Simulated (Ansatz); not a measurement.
Geometry optimisation, RHF/6-31G* in Ansatz.

The input (input.yaml):

```yaml
crystal:
  periodic: [false, false, false]
  atoms:
    - { symbol: C, position_ang: [-1.0511, -2.4186, 0.4343] }
    - { symbol: C, position_ang: [-0.4388, -1.0742, 0.4707] }
    - { symbol: C, position_ang: [0.0795, 0.0033, 0.4975] }
    - { symbol: B, position_ang: [0.8823, 1.3776, 0.5565] }
    - { symbol: Al, position_ang: [0.9871, 2.485, -1.179] }
    - { symbol: H, position_ang: [-0.4368, -3.0927, -0.0801] }
    - { symbol: H, position_ang: [-2.0213, -2.2815, -0.1419] }
    - { symbol: H, position_ang: [-1.2795, -2.6996, 1.448] }
    - { symbol: H, position_ang: [1.2459, 1.7904, 1.6228] }
    - { symbol: H, position_ang: [0.33697, 1.83998, -2.49862] }
    - { symbol: H, position_ang: [1.66925, 3.89418, -1.19121] }
basis:
  gaussian: { orbitals: "6-31G*" }
hamiltonian:
  xc: hf
relax:
  f_tol: 0.015
  max_steps: 40
output:
  orbitals: {}
```

Command:

```bash
$ ansatz run input.yaml --threads 1 --pin off --max-ram 2048MiB --backend cpu --events-out ev --progress --plain --runs-dir out
```

Where does it end, and by what steps?

The forces met the threshold. The force dipped under the threshold on the way, but the program's further checks kept it going. After 31 steps the energy has fallen by 0.448 eV; H11 moved furthest, 1.76 Å.

```json
{"step": "0", "energy less start (eV)": "0.0000", "largest force component (eV/Å)": "2.597", "accepted": "yes"}
{"step": "2", "energy less start (eV)": "-0.3412", "largest force component (eV/Å)": "0.331", "accepted": "yes"}
{"step": "4", "energy less start (eV)": "-0.3478", "largest force component (eV/Å)": "0.130", "accepted": "yes"}
{"step": "6", "energy less start (eV)": "-0.3507", "largest force component (eV/Å)": "0.110", "accepted": "yes"}
{"step": "8", "energy less start (eV)": "-0.3515", "largest force component (eV/Å)": "0.027", "accepted": "yes"}
{"step": "10", "energy less start (eV)": "-0.3516", "largest force component (eV/Å)": "0.032", "accepted": "yes"}
{"step": "12", "energy less start (eV)": "-0.3531", "largest force component (eV/Å)": "0.026", "accepted": "yes"}
{"step": "14", "energy less start (eV)": "-0.3554", "largest force component (eV/Å)": "0.273", "accepted": "yes"}
{"step": "16", "energy less start (eV)": "-0.3720", "largest force component (eV/Å)": "0.134", "accepted": "yes"}
{"step": "18", "energy less start (eV)": "-0.3850", "largest force component (eV/Å)": "0.414", "accepted": "yes"}
{"step": "20", "energy less start (eV)": "-0.4295", "largest force component (eV/Å)": "0.221", "accepted": "yes"}
{"step": "22", "energy less start (eV)": "-0.4382", "largest force component (eV/Å)": "0.236", "accepted": "yes"}
{"step": "24", "energy less start (eV)": "-0.4464", "largest force component (eV/Å)": "0.024", "accepted": "yes"}
{"step": "26", "energy less start (eV)": "-0.4465", "largest force component (eV/Å)": "0.012", "accepted": "yes"}
{"step": "28", "energy less start (eV)": "-0.4475", "largest force component (eV/Å)": "0.050", "accepted": "yes"}
{"step": "30", "energy less start (eV)": "-0.4476", "largest force component (eV/Å)": "0.029", "accepted": "no"}
{"step": "31", "energy less start (eV)": "-0.4478", "largest force component (eV/Å)": "0.013", "accepted": "yes"}
```

```xyz
11
Properties=species:S:1:pos:R:3
C -1.251 -2.278 0.521
C -0.418 -1.072 0.505
C 0.275 -0.092 0.501
B 1.127 1.163 0.450
Al 0.964 2.507 -1.224
H -0.758 -3.068 -0.036
H -2.214 -2.093 0.058
H -1.413 -2.629 1.534
H 1.867 1.349 1.368
H 1.874 2.328 -2.519
H -0.078 3.711 -1.220
```

Run time: 69 s on 1 thread of Arm Neoverse V1 (shared host), peak memory 0.17 GiB.
